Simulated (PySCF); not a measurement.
SMILES C[Si](O[SiH3])(O[SiH2]C)C (C3H14O2Si3), singlet, GFN2-xTB optimised geometry.

```
22

Si    -0.55     2.08     0.00
O     -1.06     1.47    -1.41
Si    -1.31     0.24    -2.44
C     -3.07     0.41    -3.13
C      0.06     0.28    -3.76
O     -1.22    -1.17    -1.63
Si    -0.77    -2.07    -0.36
C      1.01    -1.69     0.15
H     -1.10     3.44     0.00
H     -1.07     1.27     1.11
H      0.91     2.08     0.00
H     -3.30    -0.40    -3.82
H     -3.19     1.35    -3.66
H     -3.80     0.38    -2.33
H      1.04     0.20    -3.30
H     -0.05    -0.55    -4.45
H      0.03     1.20    -4.33
H     -1.70    -1.79     0.74
H     -0.92    -3.44    -0.87
H      1.70    -1.87    -0.68
H      1.33    -2.31     0.98
H      1.12    -0.65     0.44
```

Density from B3LYP/def2-SVP in PySCF at that geometry.

Minimum of the electron density along straight lines between bonded atoms, close to the bond critical point (lines longer than 1.1 times the sum of covalent radii, or with two minima, are not listed):

| bond | length / Å | ρ at the minimum / e bohr⁻³ | ∇²ρ there / e bohr⁻⁵ | position (fraction from the first atom) |
|---|---|---|---|---|
| Si1–O2 | 1.616 | 0.128 | 1.11 | 0.42 |
| O2–Si3 | 1.629 | 0.124 | 1.06 | 0.59 |
| Si3–C4 | 1.893 | 0.116 | 0.32 | 0.38 |
| Si3–C5 | 1.896 | 0.115 | 0.31 | 0.38 |
| Si3–O6 | 1.626 | 0.125 | 1.08 | 0.41 |
| O6–Si7 | 1.624 | 0.125 | 1.07 | 0.59 |
| Si7–C8 | 1.897 | 0.113 | 0.32 | 0.38 |
| Si1–H9 | 1.461 | 0.119 | 0.34 | 0.49 |
| Si1–H10 | 1.464 | 0.119 | 0.33 | 0.49 |
| Si1–H11 | 1.466 | 0.118 | 0.32 | 0.49 |
| C4–H12 | 1.085 | 0.273 | -0.98 | 0.62 |
| C4–H13 | 1.085 | 0.273 | -0.98 | 0.62 |
| C4–H14 | 1.086 | 0.272 | -0.97 | 0.62 |
| C5–H15 | 1.086 | 0.272 | -0.97 | 0.62 |
| C5–H16 | 1.085 | 0.273 | -0.98 | 0.62 |
| C5–H17 | 1.085 | 0.273 | -0.97 | 0.62 |
| Si7–H18 | 1.467 | 0.118 | 0.34 | 0.49 |
| Si7–H19 | 1.465 | 0.119 | 0.34 | 0.49 |
| C8–H20 | 1.087 | 0.272 | -0.97 | 0.62 |
| C8–H21 | 1.086 | 0.272 | -0.97 | 0.62 |
| C8–H22 | 1.087 | 0.271 | -0.96 | 0.62 |
